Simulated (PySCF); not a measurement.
The vertical singlet excitations below were computed for one of the candidates. Theory: TDDFT CAM-B3LYP/def2-SVPD, vertical, gas phase, core orbitals frozen in the response, def2 core potentials past Kr (PySCF 2.14.0, density-fitted response routines). Geometries: PBE0-D3(BJ)/def2-SVP, one conformer each. Atoms past krypton carry core potentials; spin–orbit coupling is left out.

```
state  λ (nm)       f
   S1   333.0  0.0000
   S2   251.8  0.0009
   S3   224.9   0.112
   S4   214.2   0.033
   S5   203.9   0.025
   S6   203.5  0.0004
   S7   198.1   0.108
   S8   183.4  0.0035
   S9   178.7   0.022
  S10   177.4   0.012
```

Triplets computed (Tamm–Dancoff): 3.26, 4.27, 5.09, 5.26 eV.

Orbital energies (eV): HOMO-3 -11.09, HOMO-2 -9.24, HOMO-1 -8.78, HOMO -6.81, LUMO 0.44, LUMO+1 0.94, LUMO+2 1.20.

Task: Which structure fits?
A. `N=C1CCCCC1`
B. `CB1CCCC1`
C. `Sc1ccccc1`
D. `CC(C)[Te]C(C)C`

Result: D. Its S1, at 3.72 eV, is the lowest among the candidates; the nearest of the others has S1 at 5.01 eV. S1 is HOMO→LUMO (88%), HOMO→LUMO+4 (10%). Löwdin shares by element: HOMO tellurium 76%, carbon 14% or more; LUMO tellurium 61%, carbon 16% or more (atoms not listed hold the other 23%). At the same level the other candidates give, for their lowest levels:
- `CB1CCCC1`: 206 nm (f 0.000); 186 nm (f 0.002); 166 nm (f 0.026); 156 nm (f 0.030); 154 nm (f 0.006); HOMO -9.32, LUMO 0.89 eV
- `Sc1ccccc1`: 248 nm (f 0.011); 241 nm (f 0.002); 227 nm (f 0.224); 208 nm (f 0.017); 191 nm (f 0.185); T1 3.82 eV; HOMO -7.59, LUMO 0.58 eV
- `N=C1CCCCC1`: 227 nm (f 0.002); 172 nm (f 0.031); 159 nm (f 0.244); 156 nm (f 0.021); 153 nm (f 0.004); T1 4.69 eV; HOMO -8.70, LUMO 0.93 eV
